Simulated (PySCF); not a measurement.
Br2Cl2Sn, SMILES [Cl][Sn]([Cl])([Br])[Br], PBE0/def2-SVP optimised geometry. Atoms within 1.6 Å of the plane z = 0.8 Å (x, y, z in Å): Cl1 (1.52, -1.10, 0.00), Sn2 (-0.80, -1.10, 0.00), Cl3 (-1.52, 1.10, 0.00), Br4 (-1.62, -2.24, 2.02).

Calculation: PySCF 2.14.0 with PBE0/def2-TZVP, def2 effective core potentials past Kr. The core electrons that the potentials of Sn replace are not part of the density.

Map of the log10 of the electron density (e/bohr³), floored at −4 on the plane z = 0.8 Å:

```
|00000000000000000000000000000|
|00000000000000000000000000000|
|00000000000000000000000000000|
|00000011222110000000000000000|
|00001223333321100000000000000|
|00012334444432210000000000000|
|00123455666544310000000000000|
|00234567777654321000000000000|
|01235678888765432000000000000|
|01245678999876432100000000000|
|01345789999876532211110000000|
|01345788999876543333222100000|
|01245678888876544444433210000|
|01234667888766544555554321000|
|00234566777776555666665432100|
|00123456677777666778776543100|
|00123456778887777888887653210|
|01234456789998777899987654210|
|01234567789998777899998654210|
|01234567889998777899987653210|
|02345677888887767788887643200|
|12345677888877666777776543100|
|12345677888776555566665432100|
|02345677777765544455544321000|
|01244567777665433333333210000|
|01234556666554332222221100000|
|00123455555543321111100000000|
|00122344444432210000000000000|
|00011233333221100000000000000|
```
Scale: ten equal steps from -4.00 (start of '0') to -0.682 (end of '9'), in the order '0123456789'; x runs from -4.00 to 4.00, y from -4.00 (bottom) to 4.00 (top).
